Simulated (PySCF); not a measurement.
First SCF of a structure search on doublet W(OH)3, at a hand-made T-shaped (heavy-atom frame) geometry. PySCF input:

```python
from pyscf import gto, scf, dft
mol = gto.M(atom='''
W      0.000000     0.000000     0.000000
O      0.000000     0.000000     2.000000
O      1.998800     0.000000     0.069800
O     -1.998800     0.000000     0.069800
H     -0.735400     0.000000     2.617100
H      2.615500    -0.735400     0.091300
H     -2.615500     0.735400     0.091300''',
    basis={'W': 'def2-TZVP', 'O': 'def2-TZVP', 'H': 'def2-TZVP'},
    ecp={'W': 'def2-TZVP'},
    charge=0, spin=1)
mf = dft.UKS(mol, xc='PBE0')
mf.grids.atom_grid = (50, 194)
aux = {'W': 'def2-universal-JKFIT', 'O': 'def2-universal-JKFIT', 'H': 'def2-universal-JKFIT'}
mf = mf.density_fit(auxbasis=aux)
mf.conv_tol = 1e-08
mf.diis_space = 10
mf.max_cycle = 60
mf.init_guess = 'minao'
mf.verbose = 4
mf.kernel()
```

Excerpt of the output (cycles alone):

```
init E= -274.648838025626
cycle= 1 E= -293.910094390063  delta_E= -19.3  |g|= 1.14  |ddm|= 5.53
cycle= 2 E= -286.234042018392  delta_E= 7.68  |g|= 3.98  |ddm|= 2.76
cycle= 3 E= -294.237050468301  delta_E=   -8  |g|= 0.579  |ddm|= 2.59
cycle= 4 E= -294.373767414333  delta_E= -0.137  |g|= 0.293  |ddm|= 0.826
cycle= 5 E= -294.400888995749  delta_E= -0.0271  |g|= 0.124  |ddm|= 0.182
cycle= 6 E= -294.407066005086  delta_E= -0.00618  |g|= 0.0385  |ddm|= 0.102
cycle= 7 E= -294.407762144131  delta_E= -0.000696  |g|= 0.0106  |ddm|= 0.0315
cycle= 8 E= -294.407886968921  delta_E= -0.000125  |g|= 0.00861  |ddm|= 0.0265
cycle= 9 E= -294.407958913028  delta_E= -7.19e-05  |g|= 0.00369  |ddm|= 0.014
cycle= 10 E= -294.408035326491  delta_E= -7.64e-05  |g|= 0.00234  |ddm|= 0.022
cycle= 11 E= -294.408158560875  delta_E= -0.000123  |g|= 0.00183  |ddm|= 0.0457
cycle= 12 E= -294.408215691501  delta_E= -5.71e-05  |g|= 0.0017  |ddm|= 0.0249
cycle= 13 E= -294.408256214811  delta_E= -4.05e-05  |g|= 0.00171  |ddm|= 0.0161
cycle= 14 E= -294.408240036187  delta_E= 1.62e-05  |g|= 0.00165  |ddm|= 0.00652
cycle= 15 E= -294.408203734212  delta_E= 3.63e-05  |g|= 0.00132  |ddm|= 0.0231
cycle= 16 E= -294.408198692069  delta_E= 5.04e-06  |g|= 0.00118  |ddm|= 0.0157
cycle= 17 E= -294.408219673315  delta_E= -2.1e-05  |g|= 0.000887  |ddm|= 0.0207
cycle= 18 E= -294.408236977245  delta_E= -1.73e-05  |g|= 0.00074  |ddm|= 0.0177
cycle= 19 E= -294.408248782165  delta_E= -1.18e-05  |g|= 0.000726  |ddm|= 0.0157
cycle= 20 E= -294.408257793614  delta_E= -9.01e-06  |g|= 0.000362  |ddm|= 0.0178
cycle= 21 E= -294.408260668557  delta_E= -2.87e-06  |g|= 0.000236  |ddm|= 0.00922
cycle= 22 E= -294.408261563922  delta_E= -8.95e-07  |g|= 0.000233  |ddm|= 0.00348
cycle= 23 E= -294.408262038216  delta_E= -4.74e-07  |g|= 0.000156  |ddm|= 0.00252
cycle= 24 E= -294.408262432324  delta_E= -3.94e-07  |g|= 0.000128  |ddm|= 0.00243
cycle= 25 E= -294.408262652643  delta_E= -2.2e-07  |g|= 6.36e-05  |ddm|= 0.00286
cycle= 26 E= -294.408262684575  delta_E= -3.19e-08  |g|= 3.43e-05  |ddm|= 0.000887
cycle= 27 E= -294.408262692932  delta_E= -8.36e-09  |g|= 2.18e-05  |ddm|= 0.000322
Extra cycle  E= -294.408262696237  delta_E= -3.31e-09  |g|= 2.36e-05  |ddm|= 0.000132
converged SCF energy = -294.408262696237  <S^2> = 0.86393791  2S+1 = 2.1108651
```

This is not the lowest solution: all starts ended here, but a stability analysis within the same unrestricted form found one 10.2 kJ/mol lower, at -294.41213 Eh.

With open d or f shells other occupations or spin states may lie lower. No spin–orbit coupling is included, which matters more the heavier the element.

The search for the lowest solution, 3 starts and the stability check together, took 96 s on 4 threads of a shared Arm Neoverse V1 host, with 151 basis functions; the process peaked at 0.92 GiB. Launch command: `OMP_NUM_THREADS=4 python axn.py task.json out`.
